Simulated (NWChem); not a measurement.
Molecule: C3H7BO; SMILES OB1CCC1

```xyz
12

O      0.0843    -1.9412     0.2244
B      0.0188    -0.6149    -0.0623
C      1.1561     0.4877    -0.1477
C     -0.0039     1.4913     0.1733
C     -1.1460     0.4702    -0.1630
H     -0.8034    -2.3369     0.3078
H      2.0282     0.4592     0.5357
H      1.5359     0.6284    -1.1823
H     -0.0108     2.4359    -0.4095
H     -0.0149     1.7590     1.2494
H     -2.0336     0.4438     0.5023
H     -1.5065     0.6038    -1.2058
```
Atoms are numbered in this order, from 1.

Level: PBE-D3(BJ)/def2-SVP (NWChem), optimised geometry, unscaled harmonic frequencies. 

```json
[
 {"frequency (cm⁻¹)": "85", "IR intensity (km/mol)": "0.6"},
 {"frequency (cm⁻¹)": "295", "IR intensity (km/mol)": "3.2"},
 {"frequency (cm⁻¹)": "352", "IR intensity (km/mol)": "8.7"},
 {"frequency (cm⁻¹)": "492", "IR intensity (km/mol)": "28.4"},
 {"frequency (cm⁻¹)": "575", "IR intensity (km/mol)": "0.6"},
 {"frequency (cm⁻¹)": "656", "IR intensity (km/mol)": "64.3"},
 {"frequency (cm⁻¹)": "691", "IR intensity (km/mol)": "12.0"},
 {"frequency (cm⁻¹)": "803", "IR intensity (km/mol)": "9.7"},
 {"frequency (cm⁻¹)": "871", "IR intensity (km/mol)": "39.8"},
 {"frequency (cm⁻¹)": "891", "IR intensity (km/mol)": "7.1"},
 {"frequency (cm⁻¹)": "898", "IR intensity (km/mol)": "15.6"},
 {"frequency (cm⁻¹)": "922", "IR intensity (km/mol)": "26.8"},
 {"frequency (cm⁻¹)": "948", "IR intensity (km/mol)": "5.9"},
 {"frequency (cm⁻¹)": "1058", "IR intensity (km/mol)": "7.3"},
 {"frequency (cm⁻¹)": "1103", "IR intensity (km/mol)": "15.3"},
 {"frequency (cm⁻¹)": "1120", "IR intensity (km/mol)": "77.8"},
 {"frequency (cm⁻¹)": "1159", "IR intensity (km/mol)": "6.2"},
 {"frequency (cm⁻¹)": "1187", "IR intensity (km/mol)": "5.2"},
 {"frequency (cm⁻¹)": "1241", "IR intensity (km/mol)": "57.3"},
 {"frequency (cm⁻¹)": "1339", "IR intensity (km/mol)": "19.4"},
 {"frequency (cm⁻¹)": "1350", "IR intensity (km/mol)": "12.5"},
 {"frequency (cm⁻¹)": "1405", "IR intensity (km/mol)": "60.1"},
 {"frequency (cm⁻¹)": "1448", "IR intensity (km/mol)": "242.1"},
 {"frequency (cm⁻¹)": "2981", "IR intensity (km/mol)": "41.5"},
 {"frequency (cm⁻¹)": "2986", "IR intensity (km/mol)": "16.5"},
 {"frequency (cm⁻¹)": "2995", "IR intensity (km/mol)": "2.9"},
 {"frequency (cm⁻¹)": "3036", "IR intensity (km/mol)": "2.8"},
 {"frequency (cm⁻¹)": "3050", "IR intensity (km/mol)": "21.1"},
 {"frequency (cm⁻¹)": "3060", "IR intensity (km/mol)": "21.5"},
 {"frequency (cm⁻¹)": "3712", "IR intensity (km/mol)": "43.7"}
]
```

* **zero-point energy**: 61.0 kcal/mol
* **thermal correction to the enthalpy at 298.15 K (with zero-point energy)**: 65.1 kcal/mol
* **heat capacity Cv**: 20.3 cal/(mol K)
* **entropy at 298.15 K and 1 atm (symmetry number 1)**: 73.4 cal/(mol K)
* **dipole moment**: 1.45 D

Rigid rotor and harmonic oscillator; modes under 100 cm⁻¹ make the entropy uncertain.
